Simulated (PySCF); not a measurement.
## Calculated data, CH₅OSi, F₂H₂NSi, CH₄B₃, H₅N₂Si and others

Calculation on a computer-drawn molecule: optimised geometry and harmonic frequencies of an isolated molecule of the commonest isotopes, restricted reference for singlets and unrestricted otherwise, frozen core in MP2. Program: PySCF 2.14.0.

(1) CH₅OSi

Start structure:
```xyz
8
CH5OSi
C      0.9034    -0.6855     0.4732
O      0.8607    -1.3949    -0.7481
Si    -0.4330    -1.4396    -1.8019
H      1.8580    -0.9280     0.8999
H      0.1644    -1.0072     1.1957
H      0.7986     0.3199     0.3338
H     -1.5332    -2.0666    -1.2405
H     -0.6230    -0.0968    -2.3985
```

It was run with charge 0, multiplicity 2, method HF and basis cc-pV(D+d)Z.

It finds rotational constants 39.58, 5.663, 5.439 GHz; total energy -404.5611 hartree; spin squared 0.7528; convergence status largest gradient component 3.217e-05 hartree/bohr.

Drawn bonds:
```csv
atom,other atom,order
1,2,1
2,3,1
1,4,1
1,5,1
1,6,1
3,7,1
3,8,1
```

Optimised structure:
```xyz
8
CH5OSi
C      0.9154    -0.7115     0.4696
O      0.8778    -1.4064    -0.7500
Si    -0.3587    -1.4618    -1.8345
H      1.8776    -0.9035     0.9418
H      0.1220    -1.0483     1.1426
H      0.8107     0.3660     0.3146
H     -1.5838    -2.0282    -1.2113
H     -0.6651    -0.1050    -2.3591
```

Modes:
```csv
frequency (cm⁻¹),reduced mass (dalton)
75.81,1.526
108.1,1.022
231,3.144
762.7,1.173
785.9,6.325
878.2,1.219
1017,1.058
1214,6.015
1267,1.267
1296,1.427
1594,1.137
1600,1.05
1604,1.045
2264,1.028
2273,1.054
3166,1.034
3233,1.107
3279,1.103
```

(2) F₂H₂NSi

Start structure:
```xyz
6
F2H2NSi
N     -0.5971    -0.0143    -1.6642
Si     0.3276     0.2639    -3.0569
F      1.1556     1.6225    -2.8309
F      1.3698    -0.9520    -3.1898
H     -0.9885    -0.9212    -1.4919
H     -1.1709     0.7140    -1.2827
```

Here we set charge 0, multiplicity 2, method MP2 and basis cc-pV(D+d)Z.

Results for F₂H₂NSi: rotational constants 6.963, 6.756, 3.754 GHz; total energy -544.1716 hartree; spin squared 0.7552; convergence status largest gradient component 1.628e-05 hartree/bohr.

Drawn bonds:
```csv
atom,other atom,order
1,2,1
2,3,1
2,4,1
1,5,1
1,6,1
```

Optimised structure:
```xyz
6
F2H2NSi
N     -0.5583    -0.0231    -1.6034
Si     0.3304     0.2564    -3.0468
F      1.1471     1.6502    -2.8465
F      1.3880    -0.9706    -3.2060
H     -1.0303    -0.9222    -1.5197
H     -1.1805     0.7222    -1.2939
```

Modes:
```csv
frequency (cm⁻¹),reduced mass (dalton)
114.4,1.317
262.6,12.11
311.4,2.361
382.4,4.714
463,1.525
773.8,10.32
796.5,1.385
905.5,8.254
939,6.855
1564,1.114
3588,1.051
3694,1.094
```

(3) F₂H₂NSi

Start structure:
```xyz
6
F2H2NSi
N      0.3799    -2.2710    -2.3373
Si     0.4536    -0.9626    -1.3352
F     -0.6935    -0.4556    -0.4536
F      1.7407    -0.1353    -1.0703
H     -0.4890    -2.8280    -2.4475
H      1.1485    -2.6274    -2.8663
```

Settings of this run: charge 1, multiplicity 1, method HF and basis cc-pV(D+d)Z.

The calculation gives: rotational constants 7.591, 7.207, 3.697 GHz; total energy -543.2849 hartree; convergence status largest gradient component 2.005e-05 hartree/bohr.

Drawn bonds:
```csv
atom,other atom,order
1,2,1
2,3,1
2,4,1
1,5,1
1,6,1
```

Optimised structure:
```xyz
6
F2H2NSi
N      0.3713    -2.2461    -2.2967
Si     0.4654    -0.9824    -1.3121
F     -0.7460    -0.5032    -0.4924
F      1.7718    -0.1872    -1.1388
H     -0.4737    -2.7825    -2.4265
H      1.1514    -2.5785    -2.8438
```

Modes:
```csv
frequency (cm⁻¹),reduced mass (dalton)
274.9,3.603
329,15.34
369.6,15.05
481.8,1.029
637.4,1.222
864.4,9.939
876,1.368
1173,13.96
1215,7.912
1655,1.136
3704,1.051
3803,1.101
```

(4) CH₄B₃

Start structure:
```xyz
8
CH4B3
B     -1.0136    -0.1192    -0.8856
C     -0.5403    -1.3376    -0.2601
B     -0.5559    -1.7747     1.0493
B     -0.4144    -2.2632     2.5978
H     -1.4110     0.7797    -1.3778
H     -0.0094    -2.0517    -1.0071
H      0.0452    -3.2524     2.8973
H     -0.9235    -1.6398     3.5171
```

Settings of this run: charge 1, multiplicity 1, method HF and basis cc-pVDZ.

The calculation gives: rotational constants 39.24, 3.948, 3.587 GHz; total energy -113.9100 hartree; convergence status largest gradient component 3.481e-05 hartree/bohr.

Drawn bonds:
```csv
atom,other atom,order
1,2,2
2,3,1
3,4,1
1,5,1
2,6,1
4,7,1
4,8,1
```

Optimised structure:
```xyz
8
CH4B3
B     -1.0162    -0.1805    -0.8328
C     -0.4576    -1.4004    -0.3705
B     -0.4595    -1.7902     1.0043
B     -0.4667    -2.2463     2.6461
H     -1.4807     0.8301    -1.2026
H     -0.0043    -2.0734    -1.1039
H      0.0239    -3.2868     2.9495
H     -0.9618    -1.5114     3.4408
```

Modes:
```csv
frequency (cm⁻¹),reduced mass (dalton)
134.5,2.609
189.9,1.221
300.1,2.398
350.6,2.144
537.3,1.459
665.2,3.668
712.4,1.264
820.7,1.364
872.6,1.836
974.7,1.417
1046,1.289
1235,1.138
1297,6.09
1652,8.866
2743,1.049
2854,1.13
2981,1.125
3248,1.086
```

(5) H₅N₂Si

Start structure:
```xyz
8
H5N2Si
N     -0.8357     0.5415     2.6448
Si    -0.4145    -0.4753     1.4129
N     -0.3429     0.1284    -0.2423
H     -0.8388     0.1654     3.5912
H     -1.0687     1.5319     2.5208
H     -0.0097    -1.8080     1.5381
H     -0.5697     1.1298    -0.4627
H     -0.0384    -0.4149    -1.0743
```

It was run with charge 1, multiplicity 1, method HF and basis cc-pV(D+d)Z.

The calculation gives: rotational constants 31.48, 6.921, 5.673 GHz; total energy -400.5729 hartree; convergence status largest gradient component 3.445e-05 hartree/bohr.

Drawn bonds:
```csv
atom,other atom,order
1,2,1
2,3,1
1,4,1
1,5,1
2,6,1
3,7,1
3,8,1
```

Optimised structure:
```xyz
8
H5N2Si
N     -0.8137     0.5205     2.6000
Si    -0.3839    -0.4138     1.3296
N     -0.3384     0.1590    -0.2007
H     -0.8414     0.1646     3.5406
H     -1.0761     1.4899     2.5511
H     -0.0301    -1.8013     1.5690
H     -0.5625     1.0983    -0.4805
H     -0.0723    -0.4184    -0.9805
```

Modes:
```csv
frequency (cm⁻¹),reduced mass (dalton)
291.1,2.541
361.2,1.023
456.1,1.343
571.1,1.234
597,1.247
711.3,1.082
712.1,1.066
880.7,1.774
948,1.2
1004,2.932
1155,5.264
1672,1.14
1684,1.119
2495,1.045
3743,1.051
3751,1.052
3840,1.098
3842,1.099
```

(6) AlBH₂NO

Start structure:
```xyz
6
AlBH2NO
O     -1.9566     2.0150     0.0304
B     -1.4997     0.8269    -0.1465
N     -0.9960    -0.3464    -0.2841
Al    -0.2704    -1.8401    -0.3988
H     -2.7444     2.3299    -0.3980
H      0.3909    -3.2226    -0.5129
```

Here we set charge 1, multiplicity 1, method MP2 and basis cc-pV(D+d)Z.

Results for AlBH₂NO: rotational constants 740.9, 2.268, 2.261 GHz; total energy -397.3965 hartree; convergence status largest gradient component 3.418e-05 hartree/bohr.

Drawn bonds:
```csv
atom,other atom,order
1,2,1
2,3,1
3,4,2
1,5,1
4,6,1
```

Optimised structure:
```xyz
6
AlBH2NO
O     -1.9560     2.0513     0.0463
B     -1.5086     0.8409    -0.1471
N     -0.9899    -0.3489    -0.2809
Al    -0.2592    -1.8642    -0.4013
H     -2.7644     2.3359    -0.4096
H      0.4019    -3.2522    -0.5174
```

Modes:
```csv
frequency (cm⁻¹),reduced mass (dalton)
90.2,3.735
92.33,5.938
426,3.718
429.3,1.189
433.2,1.188
470.6,7.657
627.4,10.89
863.5,1.357
1265,10.75
1994,10.61
2134,1.054
3840,1.068
```

(7) FH₆NSi₂

Start structure:
```xyz
10
FH6NSi2
N     -1.5373     0.8691    -1.3213
Si    -0.2952     1.1651    -0.1646
F      0.2772     2.6017    -0.6061
Si     1.3371    -0.4581    -0.5265
H     -1.9581     0.0300    -1.3066
H     -2.1878     1.6137    -1.4510
H     -0.6867     1.3170     1.1879
H      0.9039    -1.6860    -1.2621
H      2.5374     0.0447    -1.3045
H      1.8728    -0.9646     0.7463
```

Settings of this run: charge 0, multiplicity 1, method HF and basis cc-pV(D+d)Z.

Results for FH₆NSi₂: rotational constants 5.879, 2.816, 2.13 GHz; total energy -735.3488 hartree; convergence status largest gradient component 1.341e-05 hartree/bohr.

Drawn bonds:
```csv
atom,other atom,order
1,2,1
2,3,1
2,4,1
1,5,1
1,6,1
2,7,1
4,8,1
4,9,1
4,10,1
```

Optimised structure:
```xyz
10
FH6NSi2
N     -1.5432     0.9147    -1.3222
Si    -0.3498     1.0576    -0.1153
F      0.3672     2.5197    -0.0991
Si     1.3561    -0.5261    -0.4757
H     -1.2880     0.8606    -2.2905
H     -2.4250     1.3824    -1.2184
H     -1.0198     0.9417     1.1924
H      0.8328    -1.8931    -0.2375
H      1.8343    -0.4412    -1.8785
H      2.4987    -0.2838     0.4362
```

Modes:
```csv
frequency (cm⁻¹),reduced mass (dalton)
93.4,1.104
152.4,3.623
204.8,2.938
290.9,1.557
313.6,1.659
439.3,2.793
482.4,1.878
560.5,1.304
576,1.229
771.7,1.123
833.2,6.6
910.2,1.674
934.3,1.962
967.4,1.234
1018,1.2
1023,1.057
1025,1.074
1699,1.114
2296,1.044
2304,1.039
2311,1.038
2342,1.041
3769,1.051
3860,1.095
```

(8) CH₂BClN

Start structure:
```xyz
6
CH2BClN
C     -0.7853     2.1795     0.8494
N     -0.2227     1.2321     0.1159
B      0.3858     0.3972    -0.6778
Cl     1.1166    -0.7086    -1.6616
H     -1.8925     1.9760     1.0988
H     -0.2688     2.9345     1.2475
```

Settings of this run: charge 0, multiplicity 2, method HF and basis cc-pV(D+d)Z.

The calculation gives: rotational constants 283.9, 2.272, 2.254 GHz; total energy -577.6841 hartree; spin squared 0.8007; convergence status largest gradient component 2.529e-05 hartree/bohr.

Drawn bonds:
```csv
atom,other atom,order
1,2,1
2,3,2
3,4,1
1,5,1
1,6,1
```

Optimised structure:
```xyz
6
CH2BClN
C     -0.8219     2.1265     0.8658
N     -0.2077     1.2326     0.0712
B      0.3569     0.4119    -0.6583
Cl     1.1379    -0.7242    -1.6685
H     -1.8690     2.0000     1.1026
H     -0.2631     2.9640     1.2594
```

Modes:
```csv
frequency (cm⁻¹),reduced mass (dalton)
169,3.782
199,6.516
353.2,1.249
400.2,11.28
420.3,9.299
590.9,10.17
1206,1.303
1254,5.609
1583,1.164
2123,11.75
3289,1.046
3411,1.125
```

(9) CH₃O₂Si

Start structure:
```xyz
7
CH3O2Si
C     -1.3848    -0.9703     1.3979
O     -1.7799    -1.7654     0.4263
Si    -1.3731    -3.0897    -0.4723
O     -2.1612    -3.4028    -1.6664
H     -0.5465    -1.2661     1.9475
H     -1.9493    -0.0345     1.5106
H     -0.2648    -3.7117     0.1425
```

It was run with charge 0, multiplicity 2, method HF and basis cc-pV(D+d)Z.

It finds rotational constants 39.7, 3.444, 3.174 GHz; total energy -478.2636 hartree; spin squared 0.7598; convergence status largest gradient component 9.913e-06 hartree/bohr.

Drawn bonds:
```csv
atom,other atom,order
1,2,1
2,3,1
3,4,2
1,5,1
1,6,1
3,7,1
```

Optimised structure:
```xyz
7
CH3O2Si
C     -1.4456    -1.0711     1.4451
O     -1.8918    -1.6287     0.2798
Si    -1.4416    -2.9920    -0.4588
O     -2.0486    -3.5507    -1.6985
H     -0.4477    -1.3320     1.7782
H     -1.8555    -0.0926     1.6446
H     -0.3288    -3.5734     0.2958
```

Modes:
```csv
frequency (cm⁻¹),reduced mass (dalton)
104.8,1.359
135.6,2.872
205.1,3.945
398,9.314
665.9,1.44
707.3,1.294
818.2,7.426
957.3,1.089
1245,1.46
1318,4.871
1385,13.45
1579,1.111
2406,1.046
3278,1.047
3430,1.124
```

(10) CH₅OSi

Start structure:
```xyz
8
CH5OSi
O      1.7737     1.9220    -0.2176
C      0.4393     1.9187    -0.4130
Si    -0.6860     0.4665    -0.1199
H      2.0458     1.0726     0.1695
H      0.0916     2.8286    -0.7777
H     -0.4963    -0.5942    -1.1807
H     -1.9778     0.9443    -0.0676
H     -0.2722    -0.2128     1.1050
```

It was run with charge 0, multiplicity 2, method HF and basis cc-pV(D+d)Z.

It finds rotational constants 35.09, 4.968, 4.582 GHz; total energy -404.5285 hartree; spin squared 0.7615; convergence status largest gradient component 2.469e-05 hartree/bohr.

Drawn bonds:
```csv
atom,other atom,order
1,2,1
2,3,1
1,4,1
2,5,1
3,6,1
3,7,1
3,8,1
```

Optimised structure:
```xyz
8
CH5OSi
O      1.7907     1.9153    -0.1811
C      0.4521     1.9063    -0.4218
Si    -0.6538     0.4408    -0.1427
H      2.0421     1.1725     0.3475
H      0.1480     2.7984    -0.9578
H     -0.6467    -0.5278    -1.2682
H     -2.0398     0.9184     0.0565
H     -0.1745    -0.2782     1.0657
```

Modes:
```csv
frequency (cm⁻¹),reduced mass (dalton)
92.61,1.25
254.5,2.035
303.3,1.787
536.2,1.082
649.5,2.077
680.8,1.247
805.4,2.061
1003,1.06
1032,1.085
1043,1.042
1262,1.378
1347,2.486
1533,1.394
2278,1.05
2294,1.035
2323,1.035
3324,1.087
4144,1.067
```
